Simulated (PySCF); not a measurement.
Structure with atom numbers: `[F:1][CH:2]1[CH:3]=[CH:4][O:5][CH:6]=[CH:7]1` (H(Xn): hydrogen on atom n).

Geometry: PBE0-D3(BJ)/def2-SVP; GIAO absolute shieldings from PySCF 2.14.0 with density-fitted response routines, gas phase, non-relativistic, averaged over equivalent atoms.

At PBE0/def2-SVP (123 basis functions, 11 s wall time on 1 thread of an Arm Neoverse V1, shared host):
```csv
atoms,σ (ppm)
F1,329.1
C4/C6,52.5
C3/C7,90.4
C2,121.2
O5,155.2
H(C4)/H(C6),24.85
H(C2),25.93
H(C3)/H(C7),26.19
```

Question: Estimate the result of repeating the calculation with HF/pcSseg-1.

Answer: 
```tsv
atoms	σ at HF/pcSseg-1	change
F1	355.9	+26.8
C4/C6	38.6	-13.9
C3/C7	82.9	-7.5
C2	123.0	+1.8
O5	179.5	+24.3
H(C4)/H(C6)	24.82	-0.03
H(C2)	26.63	+0.70
H(C3)/H(C7)	26.30	+0.11
```

The largest change is at F1 (fluorine on an sp3 carbon). Cost: 144 basis functions, 5.9 s wall time on 1 thread of an Arm Neoverse V1, shared host. The order of the carbon signals is the same at both levels.
